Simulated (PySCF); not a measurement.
Relaxation of quintet PdF4

Method: UPBE0/[Pd def2-SVP with ECP28, F def2-SVP], scalar-relativistic core potentials, density fitting, no spin–orbit coupling, PySCF. A (50,194) grid was used.

A hand-made see-saw start, of C2v symmetry, held to at least that symmetry:

```xyz
5
charge 0 multiplicity 5, angstrom
Pd    0.0000    0.0000   -0.2701
F     0.0000    1.8330   -0.1097
F     0.0000   -1.8330   -0.1097
F     1.4499    0.0000    0.8627
F    -1.4499    0.0000    0.8627
```

Optimiser trace:
| step | E − E(last) (kJ/mol) | largest gradient (Eh/bohr) |
| --- | --- | --- |
| 0 | 142.99 | 0.05048 |
| 1 | 80.78 | 0.02412 |
| 2 | 55.66 | 0.02949 |
| 3 | 28.38 | 0.02422 |
| 4 | 15.18 | 0.01892 |
| 5 | 2.64 | 0.00726 |
| 6 | 1.13 | 0.00939 |
| 7 | 0.20 | 0.00107 |
| 8 | 0.09 | 0.00059 |
| 9 | 0.01 | 0.00132 |
| 10 | -0.04 | 0.00168 |
| 11 | -0.04 | 0.00151 |
| 12 | -0.07 | 0.00077 |
| 13 | -0.06 | 0.00043 |
| 14 | -0.04 | 0.00020 |
| 15 | -0.03 | 0.00013 |
| 16 | -0.02 | 0.00008 |
| 17 | 0.00 | 0.00001 |

It ends at D2d with Pd–F 1.906 Å (×4); F–Pd–F 104.6° (×4), F–Pd–F 119.6° (×2) (after a last refinement on a finer grid). A frequency run shows a minimum. Other isomers or separated fragments may lie lower.

Final geometry:
```xyz
5
charge 0 multiplicity 5, angstrom
Pd    0.0000    0.0000    0.0000
F     0.0000    1.6476   -0.9582
F     0.0000   -1.6476   -0.9582
F     1.6476    0.0000    0.9582
F    -1.6476    0.0000    0.9582
```

Other spin states or occupations of the open shell can lie lower. At this level a triplet minimum of D2h symmetry lies 102 kJ/mol below this structure.

The relaxation took of the order of 2.8 core-minutes on a shared host.
